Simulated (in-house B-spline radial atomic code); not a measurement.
Configurations of Hg VII (Hg6+), with energies counted from [Xe] 4f14 (5d3/2)4 (5d5/2)2. Method: Dirac-Hartree-Fock, average of each configuration as written, Fermi nucleus of rms radius 5.4648 fm. Calculated with a B-spline radial code for spherical atoms. Energies include first-order Breit, QED and recoil terms.

Occupations are held fixed; configurations that lie above the ionisation limit could autoionise.

```csv
configuration,E - E(ref) (eV),highest orbital,its <r> (bohr)
[Xe] 4f14 (5d3/2)2 (5d5/2)4,5.0748,5d5/2,1.273
[Xe] 4f14 (5d3/2)3 (5d5/2)2 (8p1/2)1,74.081,8p1/2,5.898
[Kr] 4d10 4f14 5s2 (5p1/2)2 (5p3/2)3 (5d3/2)3 (5d5/2)3 (5g7/2)1,133.62,5g7/2,3.818
[Xe] (4f5/2)5 (4f7/2)8 (5d3/2)2 (5d5/2)4 7s1,164.57,7s1/2,3.488
[Kr] (4d3/2)4 (4d5/2)5 4f14 5s2 5p6 (5d3/2)1 (5d5/2)6,370.59,5d5/2,1.242
[Kr] (4d3/2)4 (4d5/2)5 4f14 5s2 5p6 (5d5/2)6 (7p1/2)1,434.36,7p1/2,3.803
```

(1) Order these further configurations by energy, lowest first.
A. [Kr] 4d10 4f14 5s2 (5p1/2)2 (5p3/2)3 (5d3/2)2 (5d5/2)4 (6g9/2)1
B. [Kr] 4d10 4f14 5s2 (5p1/2)2 (5p3/2)3 (5d3/2)1 (5d5/2)5 6s1
C. [Kr] 4d10 4f14 5s2 (5p1/2)1 (5p3/2)4 (5d3/2)4 (5d5/2)2 (7f7/2)1
D. [Kr] 4d10 4f14 5s2 (5p1/2)2 (5p3/2)3 (5d3/2)4 (5d5/2)2 (9p1/2)1
E. [Xe] 4f14 (5d3/2)2 (5d5/2)3 8s1

(2) How far above the reference does [Xe] (4f5/2)6 (4f7/2)7 (5d3/2)3 (5d5/2)3 (8g9/2)1 lie?

Results:

(1) E (74.304 eV), B (90.318 eV), D (139.94 eV), A (145.2 eV), C (160.49 eV).

(2) 189.04 eV; its least bound orbital is 8g9/2 with <r> = 12.03 bohr.
